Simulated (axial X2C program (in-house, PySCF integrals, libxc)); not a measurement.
## Testing model relations on CI⁺

A bond curve at the PBE0 level, 2c, was computed with an axial X2C code built on PySCF integrals (basis I dyall-cv3z [11s12p8d4f1g], C dyall-v3z [7s6p2d1f] (cores contracted in-house)) for the state Ω = 0 (closed shell). Its fit gives Re = 1.9049 Å, ωe = 845.6 cm⁻¹, ωexe = 3.41 cm⁻¹ and αe = 2.524e-03 cm⁻¹; the masses are 126.9045 and 12.0000 u. Two-component means X2C with spin–orbit coupling and atomic mean-field Coulomb and Gaunt terms.

Question: Find the reduced mass, Be and the force constant.

Answer: From the PBE0 values: μ = 10.9633 u. Be = 16.8576/(μ Re²) = 0.4238 cm⁻¹. k = 5.8918×10⁻⁷ μ ωe² = 4.62 mdyn/Å.

Question: Estimate the centrifugal constant by the Kratzer relation.

Answer: D = 4Be³/ωe² = 4.26e-07 cm⁻¹.

Question: Estimate De from a Morse curve and compare with the computed well depth of 4.595 eV to I+ + C.

Answer: De(Morse) = ωe²/(4ωexe) = 6.500 eV against 4.595 eV computed, a ratio of 1.41. The extrapolation overshoots: the well softens faster than a Morse curve, or the lowest atomic limit lies below the one to which the curve heads.

Question: Give B0, the J = 1←0 line in GHz and the most populated J at 300 K (kT = 208.5 cm⁻¹).

Answer: B0 = Be − αe/2 = 0.4225 cm⁻¹; 2B0 = 25.33 GHz; J(max) ≈ √(kT/2B0) − 1/2 = 15.2, so J = 15.

Question: Where do the fundamental and the first overtone lie?

Answer: ν(1←0) = ωe − 2ωexe = 838.8 cm⁻¹; ν(2←0) = 2ωe − 6ωexe = 1670.7 cm⁻¹.

The state is one determinant whose occupation by symmetry is held fixed; it was picked as the lowest of a PBE0 search that is not exhaustive. Dissociation energies refer to the lowest single-determinant-based atoms at the same level and basis. In 2c an atomic determinant is not the ground J level, so De misses part of the atomic spin–orbit lowering. This holds for PBE0. The functionals have no current-density term, which raises determinants with orbital currents, atoms included.
